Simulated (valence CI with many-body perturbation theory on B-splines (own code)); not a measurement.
The numbers below are computed, except where a source is named.
Ladder of approximations for Yb64+

Level of theory: relativistic CI+MBPT: four valence electrons over a frozen Dirac-Fock core [He], a basis of 11 s, 11 p, 9 d, 7 f, 5 g, 2 h, 1 i functions for each j, with the one-electron correlation potential Σ1, the two-electron term Σ2, the three-electron term Σ3, Breit, model QED; selected CI, second order for the rest (own B-spline code, finite nucleus).

The last digits are not significant, and no measured levels were compared; by estimate large intervals hold to a few tenths of a per cent, small ones and those within an open d or f shell to about a per cent. Among the levels kept, up to 300 cm⁻¹ of a level comes from second order outside the variational space, and about a tenth of that is noise between levels of different J, which matters for small intervals.

Each rung adds one term. CI alone is the Dirac-Coulomb CI over the frozen core; QED comes last and gives the full result, which names the levels. Energies are above (2s^2 2p1/2^2) J=0 on the same rung, in eV.

Levels are named by their leading jj configuration (3d3/2^4 stands for four electrons in 3d with j = 3/2), which in mixed levels can hold well under half, so a name can repeat and another be missing. Letters in brackets count levels of one name in rising energy.

| Level | CI alone |
| --- | --- |
| (2s^2 2p1/2 2p3/2) J=1 | 1106.3 |
| (2s^2 2p1/2 2p3/2) J=2 | 1131.3 |
| (2s 2p1/2^2 2p3/2) J=2 | 1387.5 |
| (2s 2p1/2^2 2p3/2) J=1 | 1467.3 |
| (2s^2 2p3/2^2) J=2 | 2254.4 |
| (2s^2 2p3/2^2) J=0 | 2305.0 |
| (2s 2p1/2 2p3/2^2) J=2 [a] | 2464.8 |
| (2s 2p1/2 2p3/2^2) J=3 | 2518.5 |
| (2s 2p1/2 2p3/2^2) J=0 | 2559.4 |
| (2s 2p1/2 2p3/2^2) J=1 [a] | 2585.5 |
| (2s 2p1/2 2p3/2^2) J=2 [b] | 2601.8 |
| (2s 2p1/2 2p3/2^2) J=1 [b] | 2598.2 |
| (2p1/2^2 2p3/2^2) J=2 | 2891.6 |
| (2p1/2^2 2p3/2^2) J=0 | 2944.9 |
| (2s 2p3/2^3) J=2 | 3667.0 |
| (2s 2p3/2^3) J=1 | 3745.3 |

(1) What do these energies become with core correlation, Breit and QED?

(2) How does the ionisation energy move along the ladder, and which term matters most?

Results:

(1) (2s^2 2p1/2 2p3/2) J=1 1091.3 (-15.04); (2s^2 2p1/2 2p3/2) J=2 1109.3 (-21.95); (2s 2p1/2^2 2p3/2) J=2 1367.3 (-20.15); (2s 2p1/2^2 2p3/2) J=1 1449.4 (-17.84); (2s^2 2p3/2^2) J=2 2221.6 (-32.79); (2s^2 2p3/2^2) J=0 2279.8 (-25.24); (2s 2p1/2 2p3/2^2) J=2 [a] 2431.9 (-32.84); (2s 2p1/2 2p3/2^2) J=3 2475.1 (-43.46); (2s 2p1/2 2p3/2^2) J=0 2532.1 (-27.32); (2s 2p1/2 2p3/2^2) J=1 [a] 2553.2 (-32.26); (2s 2p1/2 2p3/2^2) J=2 [b] 2562.8 (-38.91); (2s 2p1/2 2p3/2^2) J=1 [b] 2566.8 (-31.37); (2p1/2^2 2p3/2^2) J=2 2855.2 (-36.41); (2p1/2^2 2p3/2^2) J=0 2916.3 (-28.60); (2s 2p3/2^3) J=2 3619.6 (-47.43); (2s 2p3/2^3) J=1 3699.7 (-45.53).

(2) CI alone 16225, + Σ1 16226, + Σ2 16226, + Σ3 16226, + Breit 16193, + QED 16193 eV. The largest step is Breit, -33 eV. NIST lists 16191 ± 24 eV (theoretical).
